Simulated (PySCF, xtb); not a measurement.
Al(H)(F)(vinyl) (C2H4AlF), SMILES [AlH]([F])[CH]=C. The values are those of a single conformer.

Harmonic wavenumbers (cm⁻¹) from xtb with GFN2-xTB at its own minimum, in rising order: 96, 97, 220, 348, 504, 594, 627, 812, 922, 957, 1037, 1226, 1397, 1611, 1862, 2940, 3030, 3048.

Problem. What does TPSSh-D3(BJ)/def2-SVP (PySCF 2.14.0) give at its own minimum? (Estimate from the structure and the level; the computed values follow.)

Solution. 84, 132, 282, 408, 535, 647, 675, 861, 993, 1005, 1062, 1275, 1428, 1638, 1990, 3095, 3125, 3180. Paired by order, the mean absolute difference is 62 cm⁻¹ and the zero-point energies are 30.5 and 32.0 kcal/mol.
